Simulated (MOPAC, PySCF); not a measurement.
[Ag(NH3)(CH3)], neutral singlet in the gas phase. 

Cartesian coordinates (Å):
```xyz
9

Ag     0.0149    -0.0020    -0.0067
N     -1.9839     0.2727     0.8815
H     -2.6075     0.7942     0.2628
H     -1.9418     0.7867     1.7634
H     -2.4392    -0.6202     1.0790
C      1.8752    -0.2578    -0.8332
H      2.0854     0.5315    -1.5742
H      1.9461    -1.2340    -1.3413
H      2.6569    -0.2169    -0.0563
```
Charge 0, spin multiplicity 1.

All levels are single points at this geometry (r2SCAN-D4/def2-SVP); Pople sets use spherical d functions. Orbital energies aren't observables, and empty levels follow the basis.

PM7 in MOPAC gives gap (eV) = 10.34.

Estimate the gap (eV) from each of these levels: B3LYP-D3(BJ)/def2-TZVP in PySCF; PBE-D3(BJ)/def2-TZVP in PySCF; TPSSh-D3(BJ)/def2-TZVP in PySCF; BP86/6-31G* (LANL2DZ on Ag) in PySCF; M06-2X/6-31G* (LANL2DZ on Ag) in PySCF.


```json
[
 {"level": "B3LYP-D3(BJ)/def2-TZVP in PySCF", "gap (eV)": "4.58"},
 {"level": "PBE-D3(BJ)/def2-TZVP in PySCF", "gap (eV)": "3.39"},
 {"level": "TPSSh-D3(BJ)/def2-TZVP in PySCF", "gap (eV)": "4.17"},
 {"level": "BP86/6-31G* (LANL2DZ on Ag) in PySCF", "gap (eV)": "3.57"},
 {"level": "M06-2X/6-31G* (LANL2DZ on Ag) in PySCF", "gap (eV)": "6.16"}
]
```
